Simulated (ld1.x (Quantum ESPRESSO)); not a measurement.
**u(r) = r·R(r): atom against pseudo-atom (lithium (Li))**

Columns: radius, all-electron u(r) and pseudo u(r) of the 2s shell (level -2.82 eV) of lithium in the configuration 1s2 2s1 2p0; PBEsol, scalar-relativistic, ultrasoft scheme, ld1.x (Quantum ESPRESSO) 7.5.

| r (bohr) | all-electron | pseudo |
| --- | --- | --- |
| 0.240 | 0.1802 | 0.2457 |
| 0.480 | 0.1507 | 0.2594 |
| 0.720 | 0.0543 | 0.0994 |
| 0.960 | -0.0561 | -0.0531 |
| 1.200 | -0.1602 | -0.1602 |
| 1.440 | -0.2506 | -0.2506 |
| 1.680 | -0.3256 | -0.3256 |
| 1.920 | -0.3872 | -0.3872 |
| 2.160 | -0.4359 | -0.4359 |
| 2.400 | -0.4718 | -0.4718 |
| 2.640 | -0.4962 | -0.4962 |
| 2.880 | -0.5105 | -0.5105 |
| 3.120 | -0.5161 | -0.5161 |
| 3.360 | -0.5143 | -0.5143 |
| 3.600 | -0.5063 | -0.5063 |
| 3.840 | -0.4934 | -0.4934 |
| 4.080 | -0.4764 | -0.4764 |
| 4.320 | -0.4565 | -0.4565 |
| 4.560 | -0.4343 | -0.4343 |
| 4.800 | -0.4106 | -0.4106 |
| 5.040 | -0.3861 | -0.3861 |
| 5.280 | -0.3614 | -0.3614 |
| 5.520 | -0.3369 | -0.3369 |
| 5.760 | -0.3129 | -0.3129 |
| 6.000 | -0.2897 | -0.2897 |
| 6.240 | -0.2676 | -0.2676 |

Problem. How many radial nodes do the two functions have?

Solution. The all-electron 2s function has n − l − 1 = 1; the pseudo-wave has 1, since 1 lower shell of the same l stays in the valence.

Problem. At about which radius was the pseudo-wave matched?

Solution. 1.15 bohr, where the columns begin to agree (steps of 0.24 bohr).

Problem. Is the pseudo-wave norm-conserving?

Solution. No, it belongs to an ultrasoft set: the norm inside the radius is not constrained, and the difference is carried by the augmentation charge.
